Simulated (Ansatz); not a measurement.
One geometry of `CC(C)(C)[Se][Si](C)(C)C`, several functionals.

```yaml
crystal:
  periodic: [false, false, false]
  atoms:
    - {symbol: C, position_ang: [-1.530573, -0.178939, -2.806660]}
    - {symbol: C, position_ang: [-1.198153, 0.095924, -1.347855]}
    - {symbol: C, position_ang: [-1.789392, 1.427130, -0.916146]}
    - {symbol: C, position_ang: [-1.706114, -1.034898, -0.473340]}
    - {symbol: Se, position_ang: [0.798371, 0.207016, -1.302518]}
    - {symbol: Si, position_ang: [1.411965, -0.031695, 0.890957]}
    - {symbol: C, position_ang: [0.452835, 1.086534, 2.048739]}
    - {symbol: C, position_ang: [3.213013, 0.476959, 0.857347]}
    - {symbol: C, position_ang: [1.281483, -1.805359, 1.478911]}
    - {symbol: H, position_ang: [-1.138056, 0.604047, -3.459301]}
    - {symbol: H, position_ang: [-1.120159, -1.135796, -3.134564]}
    - {symbol: H, position_ang: [-2.618376, -0.209640, -2.932801]}
    - {symbol: H, position_ang: [-1.425325, 2.241550, -1.544518]}
    - {symbol: H, position_ang: [-2.881917, 1.389325, -1.002588]}
    - {symbol: H, position_ang: [-1.540765, 1.661937, 0.119262]}
    - {symbol: H, position_ang: [-2.790753, -1.132654, -0.598593]}
    - {symbol: H, position_ang: [-1.515645, -0.845799, 0.584687]}
    - {symbol: H, position_ang: [-1.244238, -1.986044, -0.742883]}
    - {symbol: H, position_ang: [-0.595957, 0.794618, 2.134793]}
    - {symbol: H, position_ang: [0.892527, 1.031781, 3.049860]}
    - {symbol: H, position_ang: [0.493186, 2.125612, 1.715507]}
    - {symbol: H, position_ang: [3.656338, 0.352605, 1.849936]}
    - {symbol: H, position_ang: [3.783575, -0.136107, 0.155734]}
    - {symbol: H, position_ang: [3.322788, 1.522413, 0.561881]}
    - {symbol: H, position_ang: [0.248390, -2.155461, 1.511434]}
    - {symbol: H, position_ang: [1.841168, -2.468992, 0.816101]}
    - {symbol: H, position_ang: [1.699776, -1.896058, 2.486607]}
basis:
  gaussian: {orbitals: def2-TZVPP}
hamiltonian: {xc: {name: r2SCANh}, dispersion: d4}
output: {orbitals: {seedname: orbitals}}
```

```sh
$ ansatz run in.yaml --threads 6 --pin off --events-out ev --progress --plain --backend cuda
```

Output, abridged:

```
Functional definition: r2SCANh
3000 factors; their error is unknown
mean field evaluation 1: about -80751.1662 eV, gradient 1.1e2 eV
mean field evaluation 2: about -80730.4208 eV, gradient 1.4e2 eV
mean field evaluation 4: about -80779.2893 eV, gradient 9.3e0 eV
mean field evaluation 8: about -80779.4994 eV, gradient 3.1e-1 eV
mean field evaluation 16: about -80779.5916 eV, gradient 5.7e-4 eV
mean field -80779.59159497 eV, -2968.5952367413 hartree, gradient 6.3e-5 eV, S^2 0.000000; 0 other end points of the search recorded, 0 dependent functions left out
reference -80779.59161112 eV, -2968.5952373348 hartree; 54, 54 occupied and 505, 505 virtual orbitals, 3000 factors
Total energy: -80779.83311564 eV, -2968.6041124621 hartree
```

Run time 8 s (6 threads of an AMD EPYC 7R13 on a shared host and a share of an NVIDIA H100 80 GB); peak host memory 1.2 GiB.

Changing it to `hamiltonian: {xc: {name: B3LYP}, dispersion: d4}` and forces (abridged; 8 s):

```
Functional definition: B3LYP
mean field evaluation 16: about -80787.4619 eV, gradient 1.3e-2 eV
mean field -80787.46187682 eV, -2968.8844642648 hartree, gradient 2.1e-5 eV, S^2 0.000000
Total energy: -80788.76365330 eV, -2968.9323036680 hartree
Atom 0 force    -0.070973    -0.044458    -0.230164 eV/Å
Atom 1 force    -0.100252    -0.007355    -0.009745 eV/Å
Atom 2 force    -0.090513     0.209450     0.084131 eV/Å
Atom 3 force    -0.083436    -0.172728     0.152598 eV/Å
Atom 4 force     0.305766     0.031608    -0.136330 eV/Å
Atom 5 force     0.023859     0.002176     0.047557 eV/Å
Atom 6 force    -0.058391     0.059486     0.069728 eV/Å
Atom 7 force     0.107545     0.027176     0.013889 eV/Å
Atom 8 force    -0.014617    -0.102294     0.036181 eV/Å
Atom 9 force    -0.031813    -0.053476     0.023264 eV/Å
Atom 10 force    -0.034494     0.058453     0.002719 eV/Å
Atom 11 force     0.057222    -0.002902    -0.013920 eV/Å
Atom 12 force    -0.034479    -0.036178     0.045739 eV/Å
Atom 13 force     0.052974     0.020806     0.012117 eV/Å
Atom 14 force    -0.035852    -0.000157    -0.074688 eV/Å
Atom 15 force     0.055971    -0.009339     0.018963 eV/Å
Atom 16 force    -0.029324    -0.035542    -0.075005 eV/Å
Atom 17 force    -0.043057     0.051566     0.030283 eV/Å
Atom 18 force     0.059059     0.030305     0.000760 eV/Å
Atom 19 force    -0.031384     0.015346    -0.040327 eV/Å
Atom 20 force    -0.012643    -0.052634     0.033437 eV/Å
Atom 21 force    -0.002296     0.013007    -0.052669 eV/Å
Atom 22 force    -0.012736     0.039962     0.039994 eV/Å
Atom 23 force     0.013305    -0.054681     0.018729 eV/Å
Atom 24 force     0.065207     0.007223     0.004561 eV/Å
Atom 25 force    -0.032075     0.019590     0.045358 eV/Å
Atom 26 force    -0.022572    -0.014411    -0.047160 eV/Å
Dipole moment:    -0.218347    -0.044524     0.265053 e Å
```

Changing it to `hamiltonian: {xc: {name: revPBE}, dispersion: d4}` (abridged; 4 s):

```
Functional definition: revPBE
mean field evaluation 16: about -80775.8014 eV, gradient 1.3e-3 eV
mean field -80775.80142104 eV, -2968.4559504186 hartree, gradient 5.9e-5 eV, S^2 0.000000
Total energy: -80778.10322000 eV, -2968.5405399703 hartree
```

Changing it to `hamiltonian: {xc: {name: BHLYP}, dispersion: d4}` (abridged; 6.5 s):

```
Functional definition: BHLYP
mean field evaluation 16: about -80780.1983 eV, gradient 1.9e-4 eV
mean field -80780.19829372 eV, -2968.6175325091 hartree, gradient 7.2e-5 eV, S^2 0.000000
Total energy: -80781.20751477 eV, -2968.6546206987 hartree
```

Changing it to `hamiltonian: {xc: pbe0, dispersion: d4}` (abridged; 12 s):

```
Functional definition: PBE0
mean field evaluation 16: about -80765.1568 eV, gradient 5.9e-4 eV
mean field -80765.15681744 eV, -2968.0647684514 hartree, gradient 4.6e-5 eV, S^2 0.000000
Total energy: -80765.86662544 eV, -2968.0908534143 hartree
```

B3LYP takes the VWN-RPA correlation (the form of Gaussian; ORCA's B3LYP/G).
